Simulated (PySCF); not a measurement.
CH8F2Si3, SMILES FC[SiH2][Si@@H](F)[SiH3]. Coordinates come from a PBE-D3(BJ)/def2-SVP optimisation. The structure was generated by enumeration; whether it is a known compound was not checked. The values are those of a single conformer.

Computed equilibrium geometry at PBE-D3(BJ)/def2-SVP (PySCF confirms it by a frequency run) as bond lengths and angles (one conformer of several):
Atoms: F1 C2 Si3 Si4 F5 Si6 H7 H8 H9 H10 H11 H12 H13 H14. Bonded distances (Å): F1–C2 1.412, C2–Si3 1.928, C2–H7 1.112, C2–H8 1.111, Si3–Si4 2.359, Si3–H9 1.506, Si3–H10 1.506, Si4–F5 1.654, Si4–Si6 2.361, Si4–H11 1.506, Si6–H12 1.506, Si6–H13 1.507, Si6–H14 1.503. Bond angles (°): F1–C2–Si3 107.5, F1–C2–H7 108.3, F1–C2–H8 108.3, Si3–C2–H7 110.9, Si3–C2–H8 113.7, H7–C2–H8 107.9, C2–Si3–Si4 100.2, C2–Si3–H9 110.1, C2–Si3–H10 111.2, Si4–Si3–H9 112.3, Si4–Si3–H10 113.9, H9–Si3–H10 108.8, Si3–Si4–F5 109.7, Si3–Si4–Si6 109.2, Si3–Si4–H11 110.4, F5–Si4–Si6 109.8, F5–Si4–H11 107.3, Si6–Si4–H11 110.5, Si4–Si6–H12 109.9, Si4–Si6–H13 110.0, Si4–Si6–H14 110.4, H12–Si6–H13 108.2, H12–Si6–H14 109.2, H13–Si6–H14 109.1.
Charge 0, spin multiplicity 1.
